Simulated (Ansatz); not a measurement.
H$_{5}$InNOSi, SMILES `[NH2][In][O][SiH3]` radical at its PBE0-D4/def2-TZVP geometry, where that method's forces vanish. The species carries charge 0 and has multiplicity 2. In: def2 effective core potential.

```xyz
9

N     2.5162    1.3133    0.4192
In    0.4460    1.3615    0.5449
O    -0.3204   -0.3336   -0.2065
Si   -1.7578   -1.0121   -0.5393
H     2.9601    2.0000    1.0201
H     2.8547    0.3982    0.7073
H    -1.7196   -2.4686   -0.2284
H    -2.8639   -0.4037    0.2615
H    -2.1152   -0.8549   -1.9787
```

**Question.** What forces (eV/Å) does ωB97M-V/def2-TZVPP give on these atoms in Ansatz? (Estimate.)

**Answer.** Ansatz gave: 
```
N1  -0.132 -0.002  0.111
In2  0.136 -0.035 -0.048
O3   0.049  0.074  0.038
Si4 -0.204 -0.140 -0.062
H5  -0.008 -0.052 -0.048
H6   0.004  0.059 -0.036
H7  -0.010  0.172 -0.036
H8   0.125 -0.061 -0.085
H9   0.040 -0.015  0.166
```
